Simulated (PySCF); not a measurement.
PySCF input for CH3BO, SMILES [BH3-]C#[O+], B3LYP-D3(BJ)/def2-TZVP. Coordinates come from a B3LYP-D3(BJ)/def2-TZVP optimisation.

```python
import numpy as np
from pyscf import gto, scf, dft, df
from pyscf.hessian import thermo

mol = gto.M(
    atom='''
    B    -0.00000000   -0.00000000   -1.33557350
    H     1.01040351    0.58335674   -1.64302505
    H    -1.01040351    0.58335674   -1.64302505
    H    -0.00000000   -1.16671348   -1.64302506
    C     0.00000000    0.00000000    0.18409639
    O    -0.00000000   -0.00000000    1.31279554
    ''',
    basis='def2-TZVP',
    charge=0,
    spin=0,
    max_memory=1600,
    verbose=3,
)
mf = dft.RKS(mol, xc='b3lyp').density_fit(auxbasis='def2-universal-jkfit')
mf.disp = 'd3bj'
mf.grids.level = 3
mf.conv_tol = 1e-11
mf.max_cycle = 100
mf.kernel()

# [left out here: the lines that compute and print the analytic Hessian (its translational invariance restored by hand, since the grid's response is missing), thermochemistry and intensities]
```

Log of the run:

```
converged SCF energy = -140.036850235924

WARN: DFTD3 does not support analytical Hessian, using finite difference


WARN: Mole.unit (angstrom) is changed to Bohr

Mode                                 0                   1                   2
Irrep
Freq [cm^-1]                      304.5776            304.5956            758.3165
Reduced mass [au]                   2.0159              2.0160              3.6374
Force const [Dyne/A]                0.1102              0.1102              1.2324
Char temp [K]                     438.2194            438.2453           1091.0487
Normal mode                   x     y     z       x     y     z       x     y     z
       0   B                -0.00  0.00 -0.00   -0.00 -0.00 -0.00    0.00 -0.00  0.21
       1   H                -0.16  0.02 -0.42    0.01 -0.18 -0.26    0.01  0.01  0.26
       2   H                -0.16 -0.01  0.44   -0.02 -0.18 -0.23   -0.01  0.01  0.26
       3   H                -0.19  0.00 -0.02   -0.01 -0.15  0.49   -0.00 -0.01  0.26
       4   C                 0.18 -0.01  0.00    0.01  0.18  0.00   -0.00  0.00 -0.09
       5   O                -0.10  0.00 -0.00   -0.00 -0.10  0.00    0.00 -0.00 -0.12
Mode                                 3                   4                   5
Irrep
Freq [cm^-1]                      824.4812            824.4953           1094.2616
Reduced mass [au]                   2.1087              2.1086              1.3232
Force const [Dyne/A]                0.8445              0.8445              0.9335
Char temp [K]                    1186.2449           1186.2652           1574.3988
Normal mode                   x     y     z       x     y     z       x     y     z
       0   B                -0.15  0.01  0.00    0.01  0.15  0.00    0.00 -0.00  0.15
       1   H                 0.09 -0.15  0.36    0.14 -0.24 -0.23   -0.15 -0.09 -0.46
       2   H                 0.07  0.13 -0.38   -0.14 -0.25 -0.19    0.15 -0.09 -0.46
       3   H                 0.32 -0.00  0.02   -0.02 -0.00  0.42   -0.00  0.18 -0.46
       4   C                 0.16 -0.01 -0.00   -0.01 -0.16  0.00    0.00  0.00 -0.01
       5   O                -0.05  0.00 -0.00    0.00  0.05 -0.00   -0.00 -0.00 -0.01
Mode                                 6                   7                   8
Irrep
Freq [cm^-1]                     1112.5996           1112.6141           2212.8590
Reduced mass [au]                   1.0584              1.0584             13.1192
Force const [Dyne/A]                0.7720              0.7720             37.8501
Char temp [K]                    1600.7832           1600.8040           3183.8114
Normal mode                   x     y     z       x     y     z       x     y     z
       0   B                 0.03 -0.00 -0.00   -0.00 -0.03 -0.00   -0.00  0.00 -0.02
       1   H                -0.07  0.37  0.34   -0.35  0.45 -0.21   -0.02 -0.01 -0.00
       2   H                -0.05 -0.33 -0.35    0.35  0.48 -0.19    0.02 -0.01 -0.00
       3   H                -0.67 -0.00  0.01    0.02 -0.14  0.40   -0.00  0.02 -0.00
       4   C                 0.06 -0.00 -0.00   -0.00 -0.06 -0.00   -0.00  0.00  0.22
       5   O                -0.01  0.00  0.00    0.00  0.01  0.00    0.00 -0.00 -0.16
Mode                                 9                  10                  11
Irrep
Freq [cm^-1]                     2457.2850           2524.5884           2524.5909
Reduced mass [au]                   1.0287              1.1105              1.1105
Force const [Dyne/A]                3.6597              4.1701              4.1701
Char temp [K]                    3535.4860           3632.3206           3632.3243
Normal mode                   x     y     z       x     y     z       x     y     z
       0   B                 0.00 -0.00 -0.04    0.10 -0.01  0.00    0.01  0.10 -0.00
       1   H                -0.47 -0.27  0.16   -0.52 -0.31  0.19   -0.36 -0.20  0.13
       2   H                 0.47 -0.27  0.16   -0.57  0.34 -0.21    0.29 -0.15  0.10
       3   H                 0.00  0.55  0.16    0.01  0.05  0.02    0.00 -0.73 -0.23
       4   C                 0.00 -0.00 -0.01    0.00 -0.00  0.00    0.00  0.00 -0.00
       5   O                -0.00 -0.00  0.01    0.00 -0.00 -0.00    0.00  0.00  0.00
temperature 298.1500 [K]
pressure 101325.00 [Pa]
Rotational constants [GHz] 122.77416 8.84495 8.84495
Symmetry number 3
Zero-point energy (ZPE) 0.03658 [Eh]   96031.810 [J/mol]
                           tot       elec      trans        rot        vib
Entropy [J/mol/K]       249.228      0.000    155.314     78.906     15.008
Cv [J/mol/K]             50.500      0.000     12.472     12.472     25.557
Cp [J/mol/K]             58.814      0.000     20.786     12.472     25.557
Internal energy [J/mol]                      3718.434   3718.434  99016.613
Internal energy [Eh]   -139.99630  -140.03685
Enthalpy [J/mol]                             6197.391   3718.434  99016.613
Enthalpy [Eh]          -139.99536
Gibbs free energy [J/mol]                  -40109.618 -19807.344  94542.025
Gibbs free energy [Eh] -140.02366
mode   freq/cm-1   IR/(km/mol)
   1      304.58         5.725
   2      304.60         5.726
   3      758.32        30.796
   4      824.48         4.008
   5      824.50         4.007
   6     1094.26         2.518
   7     1112.60         0.002
   8     1112.61         0.002
   9     2212.86       490.509
  10     2457.28         1.766
  11     2524.59        40.950
  12     2524.59        40.948
max |gradient| / (hartree/bohr): 3.584050372650705e-05
APT charges: [-0.1185 -0.0841 -0.0841 -0.0841  0.9033 -0.5326]
```

The run converged.

Cost: about 40 core-seconds (a rough figure).
